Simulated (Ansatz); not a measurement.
Born–Oppenheimer molecular dynamics of C4H8SSi (14 atoms, charge 0, multiplicity 1). It starts from a relaxed structure.

All numbers below come from UKS PBE0-D4/STO-3G (Ansatz 0.2.0).

```json
{
  "ensemble": "NVT, Nosé–Hoover chain",
  "time step": "0.5 fs",
  "steps asked": "164",
  "set temperature": "1500 K",
  "thermostat": "time constant 20 fs, chain length 5",
  "temperature schedule": "41 steps to 1500 K, then 122 steps to 10 K",
  "seed": "207756"
}
```

First frame:

```xyz
14
Properties=species:S:1:pos:R:3
C -0.151 -2.678 0.197
C 0.406 -1.479 0.067
S 2.063 -0.845 -0.117
Si 0.313 0.328 -0.047
C -0.287 1.132 -1.621
C -0.021 1.343 1.483
H 0.430 -3.605 0.210
H -1.234 -2.796 0.298
H -0.071 0.503 -2.490
H 0.193 2.103 -1.778
H -1.369 1.296 -1.583
H -1.096 1.520 1.602
H 0.338 0.830 2.380
H 0.473 2.318 1.428
```

(1) How far do the bonds stretch over the last three quarters of this one trajectory? (Pairs bonded in most of those frames.)

Results:

(1) 
```
  bond  mean (Å)  spread (Å)  shortest  longest
 C1–C2     1.333       0.054      1.25     1.44
 C1–H7     1.100       0.034      1.05     1.15
 C1–H8     1.103       0.045      1.02     1.18
 C2–S3     1.788       0.071      1.67     1.92
C2–Si4     1.810       0.038      1.74     1.88
S3–Si4     2.121       0.084      2.03     2.27
Si4–C5     1.870       0.025      1.82     1.91
Si4–C6     1.916       0.087      1.75     2.03
 C5–H9     1.101       0.019      1.07     1.14
C5–H10     1.113       0.054      1.01     1.21
C5–H11     1.106       0.065      1.01     1.21
C6–H12     1.101       0.012      1.08     1.13
C6–H13     1.104       0.020      1.06     1.14
C6–H14     1.103       0.020      1.06     1.13
```

Mean temperature of the second half: 916 K. The conserved energy stayed within 1.1 meV per atom of its start (net change 0.3 meV per atom), so the integration is sound. The schedule's set-point averaged 499 K over the second half and the system 916 K, so it lags behind the ramp. A run of 0.082 ps of so small a system gives no equilibrium averages. Limits of this set-up: minimal basis.

The run took 18 min on 1 thread of Intel(R) Xeon(R) Platinum 8259CL CPU @ 2.50GHz (Skylake/Cascade Lake) (shared host), peak memory 0.2 GiB.
